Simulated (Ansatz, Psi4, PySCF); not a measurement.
C₂H₆In (SMILES [CH3][In+][CH3]), charge +1, singlet, geometry from GFN2-xTB (such geometries of metal compounds can be far from the true shape) (all electrons, no relativity). Base run: PySCF with HF/STO-3G.

Geometry (Å):
```xyz
9

In     0.0000     0.0000     0.0000
C      1.7680     0.2646    -1.4336
H      2.4124    -0.6059    -1.3051
H      2.2706     1.1896    -1.1485
H      1.3531     0.3196    -2.4407
C     -1.7680    -0.2646     1.4336
H     -2.2576    -1.2007     1.1626
H     -2.4236     0.5951     1.2893
H     -1.3550    -0.2977     2.4424
```
Charge +1, spin multiplicity 1.
All else is at PySCF's defaults.

The same geometry, method and basis name were run in Ansatz (a first-principles code) and Psi4 and PySCF, at each program's defaults and at the settings that a row names. The base is PySCF at its defaults. Differences at the defaults can come from grids, fitting, cores and function types together.

| code and settings | ΔE vs base (mEh) | basis functions | E (Eh) | SCF cycles |
|---|---|---|---|---|
| PySCF, defaults (exact integrals, spherical functions) | 0.000 | 43 | -5761.02769 | 8 |
| Ansatz, defaults (factorised integrals, spherical functions) | 0.007 | 43 | -5761.02768 | - |
| Psi4, exact integrals, spherical functions | 0.000 | 43 | -5761.02769 | 9 |
| Ansatz, high accuracy | 0.000 | 43 | -5761.02769 | - |
